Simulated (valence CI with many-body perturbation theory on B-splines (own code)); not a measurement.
**Questions on Nb XXI**

Method: relativistic CI+MBPT: three valence electrons over a frozen Dirac-Fock core [Ar], a basis of 9 s, 9 p, 10 d, 8 f, 5 g, 3 h, 1 i functions for each j, with the one-electron correlation potential Σ1 (screened to all orders), the two-electron term Σ2, the three-electron term Σ3, Breit, model QED; selected single and double excitations, second order for the rest (own B-spline code, finite nucleus).

No measured spectrum was set against this ion. As an estimate, terms of the open shell hold to 2 to 4 % of their energy, and close levels can change places. Core correlation moves these levels by up to 6100 cm⁻¹, and in measured spectra 5 to 20 % of such shifts remained as error; rates that hang on mixing are uncertain with them. Only levels of the ground parity were solved; by the run's estimate the other parity begins above the list, which can be wrong where configurations are misplaced.

Names give the largest LS component (configuration and term), which can be under half, so a name can repeat, a term be missing and a line seem to break the LS rules; names also repeat where a configuration has a term twice.

Rates and lifetimes use the calculated energies. Strong lines usually hold to 10 to 20 %, long lifetimes can be off by a factor of two.

Question: What is the ground level?

Answer: 3d³ ⁴F_3/2, composition 91 % 3d³ ⁴F + 8 % 3d³ ²D, g = 0.438.

Question: How is the term ⁴F of the ground level split?

Answer: J = 3/2 at 0.0, J = 5/2 at 14445, J = 7/2 at 28293, J = 9/2 at 40057 cm⁻¹.

Question: How well does LS coupling describe the low levels?

Answer: Among the lowest 19 levels the leading LS term, summed over configurations, holds 81 % on average. For single configurations the figures are 81 % in LS and 72 % in jj coupling. Terms mix most in the J = 9/2 level at 114970 cm⁻¹, where the leading one holds 49 %.

Question: What is the ionisation energy?

Answer: 877.1 eV; NIST lists 877 ± 4 eV (theoretical).
